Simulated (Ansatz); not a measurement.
```yaml
crystal:
  periodic: [false, false, false]
  atoms:
    - {symbol: B, position_ang: [-0.934241, 0.020620, -0.730381]}
    - {symbol: Si, position_ang: [0.568664, 0.957205, 0.281458]}
    - {symbol: Se, position_ang: [0.540363, -1.400854, -0.071867]}
    - {symbol: H, position_ang: [-2.000591, -0.276675, -0.110058]}
    - {symbol: H, position_ang: [-0.644200, 0.136695, -2.040666]}
    - {symbol: H, position_ang: [0.431326, 0.936665, 1.654907]}
    - {symbol: H, position_ang: [1.767737, 1.530382, -0.060770]}
    - {symbol: H, position_ang: [-0.024588, -1.917063, 1.256673]}
basis:
  gaussian: {orbitals: "6-31G*"}
hamiltonian: {xc: {name: B2PLYP}}
multiplicity: 3
```

```sh
$ ansatz run in.yaml --threads 2 --pin off --events-out ev --progress --plain --max-ram 4352MiB
```

Output, abridged:

```
Error: YAML parse error: error: line 15 column 1: unknown field `multiplicity`, expected one of crystal, accuracy, basis, kpoints, hamiltonian, magnetization, projection, total_charge, correlation, batch, efield, external_charges, scf, relax, neb, saddle, md, ramp, phonons, dielectric, real_time, elastic, magnetic_configurations, gw, evaluate, workflow, output, checkpoint, execution
13 |   gaussian: {orbitals: "6-31G*"}
14 | hamiltonian: {xc: {name: B2PLYP}}
15 | multiplicity: 3
```

Task: What is wrong with this run?

Result: The input holds a key that doesn't belong there. The input was rejected before any iteration.
